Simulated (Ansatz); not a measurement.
`CC[Si]Cl` + `[OH][In]([F])[F]` → `C[O][In]([F])[F]` + `C[Si]Cl` at 400 K and 1 bar (substitution at a C–C bond).

Computed with Ansatz on PBE0-D4/def2-TZVP structures; ΔE is electronic, products minus reactants. CCSD(T)/CBS adds triple-zeta CCSD(T) − MP2 to the extrapolated MP2 energy (def2 sets, frozen cores). Elements past krypton have def2 core potentials. For In outer-core shells are correlated without core-valence functions, which leaves a few kJ/mol of doubt a bond. One conformer a species, not always the lowest.

```csv
species,CCSD(T)/CBS energy (Eh),H − E (kJ/mol),S (J/(mol·K))
`CC[Si]Cl`,-827.97738,200.6,362.9
`[OH][In]([F])[F]`,-465.24461,69.7,356.1
`C[O][In]([F])[F]`,-504.48097,150.4,412.4
`C[Si]Cl`,-788.72093,118.9,318.8
```

H − E and S are ideal-gas, rigid-rotor, harmonic terms from PBE0-D4/def2-TZVP, for one conformer and one mirror image of each species. 1 Eh = 2625.50 kJ/mol, R = 8.31446 J/(mol·K).

Question: By hand: ΔE, ΔH, ΔS and ΔG.

Answer: ΔE = (-504.48097) + (-788.72093) − (-827.97738) − (-465.24461) = 0.02009 Eh = 52.7 kJ/mol. Δ(H − E) = 150.4 + 118.9 − 200.6 − 69.7 = -1.0, so ΔH = 51.7 kJ/mol. ΔS = 412.4 + 318.8 − 362.9 − 356.1 = 12.2 J/(mol·K). ΔG = 51.7 − 400 × (12.2)/1000 = 46.8 kJ/mol.

Question: By hand: the equilibrium constant, and the temperature at which ΔG would vanish if ΔH and ΔS stayed fixed.

Answer: log₁₀ K = −ΔG/(RT ln 10) = -6.1. ΔG = 0 at ΔH/ΔS = 4238 K, far beyond where these terms or the molecules hold.

The number of gas molecules stays the same, so ΔS is small and ΔH decides. A doubt of 5 kJ/mol in ΔE shifts log₁₀ K by 0.7 here. Other conformers and mirror images would add mixing entropy, several J/(mol·K) or more a flexible species. Modes under 60 cm⁻¹, often nearly free rotors, make the harmonic entropy too high. These are equilibria of isolated gas molecules and say nothing of rates. Largest T1 diagnostic: 0.018 (customary marks: 0.02 for closed shells, 0.045 for open ones).
